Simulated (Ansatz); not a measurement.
Calculated with Ansatz (gas phase, PBE0-D4/def2-TZVP geometries, no zero-point term in ΔE). CCSD(T)/CBS adds triple-zeta CCSD(T) − MP2 to the extrapolated MP2 energy (def2 sets, frozen cores). DFT in def2-TZVPP. B3LYP here is the variant with VWN-RPA as its local correlation; programs differ in this. For Br, Mg outer-core shells are correlated without core-valence functions, which leaves a few kJ/mol of doubt a bond. Scalar relativity is left out up to krypton. One conformer a species, not always the lowest.

Reaction (redistribution): `CN(C)B(O)Br` + `[F][Mg][SH]` → `OB(F)Br` + `C[N](C)[Mg][SH]`

```tsv
level	ΔE (kJ/mol)
B3LYP-D4	119.8
B2PLYP	116.3
r2SCAN	115.0
MP2/def2-TZVPP	121.4
CCSD(T)/def2-TZVPP	114.5
HF/def2-QZVPP	111.3
HF/CBS(def2)	111.8
CCSD/CBS(def2)	120.6
```

(1) What does CCSD(T)/CBS give? (Best estimate.)

Largest T1 diagnostic among the species: 0.011.

## Answers

(1) The calculation gave: +121.0 kJ/mol. The listed levels differ from it by -1.2, -4.7, -6.0, 0.4, -6.5, -9.7, -9.2, -0.4 kJ/mol.

In def2-TZVPP, CCSD(T) changes the Hartree–Fock value by +6.4 kJ/mol (the triples alone add +0.4 kJ/mol) and MP2 by +13.2 kJ/mol. The D4 term adds +6.9 kJ/mol with B3LYP and +3.8 kJ/mol with PBE0; it sums over pairs of atoms, weighted by their polarisabilities, and B3LYP, whose exchange is more repulsive, gets the larger term.
